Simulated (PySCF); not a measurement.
C₄H₃ClSi, SMILES C#C[SiH](Cl)C#C.

Coordinates come from a B3LYP-D3(BJ)/def2-SVP optimisation.

Method: TDA-PBE/def2-SVPD (PySCF 2.14.0).

Vertical excitations.  State labels are in the subgroup Cs.

Computed UV-visible absorptions:
```
state  symmetry  energy (eV)  λ (nm)      f                                                                    main pairs
-----  --------  -----------  ------  -----  ----------------------------------------------------------------------------
S1           A"         5.23     237  0.006                                              HOMO→LUMO 57 %, HOMO−1→LUMO 40 %
S2           A'         5.35     232  0.004                                                              HOMO−2→LUMO 85 %
S3           A"         5.43     228  0.024                            HOMO−1→LUMO 54 %, HOMO→LUMO 26 %, HOMO→LUMO+1 10 %
S4           A'         5.65     220  0.013                                                              HOMO−3→LUMO 73 %
S5           A"         5.71     217  0.006                                          HOMO→LUMO+1 65 %, HOMO−1→LUMO+1 31 %
S6           A'         5.85     212  0.002                                                              HOMO−4→LUMO 87 %
S7           A'         5.95     208  0.009                                        HOMO−3→LUMO+1 49 %, HOMO−2→LUMO+1 37 %
S8           A"         6.00     207  0.020                                          HOMO−5→LUMO 74 %, HOMO−1→LUMO+1 17 %
S9           A'         6.14     202  0.005  HOMO−3→LUMO+1 42 %, HOMO−2→LUMO+1 22 %, HOMO→LUMO+2 14 %, HOMO−1→LUMO+2 11 %
S10          A"         6.17     201  0.043     HOMO−2→LUMO+2 31 %, HOMO−1→LUMO+1 24 %, HOMO−5→LUMO 22 %, HOMO→LUMO+1 8 %
T1           A"         4.57     271      0                                                                HOMO→LUMO 68 %
T2           A'         4.73     262      0       HOMO−2→LUMO 37 %, HOMO−3→LUMO 28 %, HOMO−2→LUMO+1 11 %, HOMO→LUMO+3 6 %
T3           A"         4.93     252      0                                              HOMO−1→LUMO 68 %, HOMO→LUMO 12 %
T4           A"         5.05     246      0       HOMO−1→LUMO+1 39 %, HOMO→LUMO+1 34 %, HOMO→LUMO 11 %, HOMO−2→LUMO+2 8 %
```
Triplets are in the Tamm–Dancoff approximation.
